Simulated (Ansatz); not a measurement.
Species: SnH3, charge 0, doublet. SnH3 (SMILES [SnH3], doublet).
B3LYP-D3(BJ)/def2-TZVP minimum from Ansatz (a first-principles code):
```xyz
4

Sn    -0.0223     0.0222    -0.0102
H      0.2617    -1.1367    -1.2542
H     -0.6051    -0.7889     1.3947
H      1.4594     0.8166     0.3703
```
Charge 0, spin multiplicity 2.

Total energies in def2-QZVPP, 7 correlated electrons, 9 frozen orbitals. Open shells are spin-unrestricted; no spin-orbit coupling. Correlated methods leave the cores frozen (noble-gas shells, and filled d and f shells in the p block). Past Kr the def2 sets carry scalar-relativistic core potentials. Spin-orbit terms, left out, reach several kcal/mol for Br and I, and more for heavier atoms.

```
method    program  energy (Eh)  minus CCSDT(Q) (mEh)
--------  -------  -----------  --------------------
HF         Ansatz   -215.05039                137.85
MP2        Ansatz   -215.16086                 27.38
CCSD       Ansatz   -215.18417                  4.07
CCSD(T)    Ansatz   -215.18745                  0.79
CCSDT(Q)   Ansatz   -215.18824                  0.00
```

Rough core times of Ansatz's runs on a shared machine: CCSD(T) 30 s, CCSDT(Q) 60 min.
